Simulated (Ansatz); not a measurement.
Computed with Ansatz on PBE0-D4/def2-TZVP structures; ΔE is electronic, products minus reactants. CCSD(T)/CBS adds triple-zeta CCSD(T) − MP2 to the extrapolated MP2 energy (def2 sets, frozen cores). Functionals use def2-TZVPP. HSE06 is defined as in plane-wave codes. One conformer a species, not always the lowest.

Reaction (isomerisation): `O=C1CBC1` → `OC1BC=C1`

```json
{"level": "PBE", "ΔE (eV)": "0.64"}
{"level": "HSE06", "ΔE (eV)": "0.63"}
```

(1) What does CCSD(T)/CBS give? (Best estimate.)

Largest T1 diagnostic among the species: 0.014.

## Answers

(1) Ansatz gave: +0.55 eV. The listed levels differ from it by 0.09, 0.08 eV.

At CCSD(T), def2-SVP lies +0.13 eV from the extrapolated value and def2-TZVPP +0.05 eV. In def2-TZVPP, CCSD(T) changes the Hartree–Fock value by −0.14 eV (the triples alone add −0.02 eV) and MP2 by −0.18 eV.
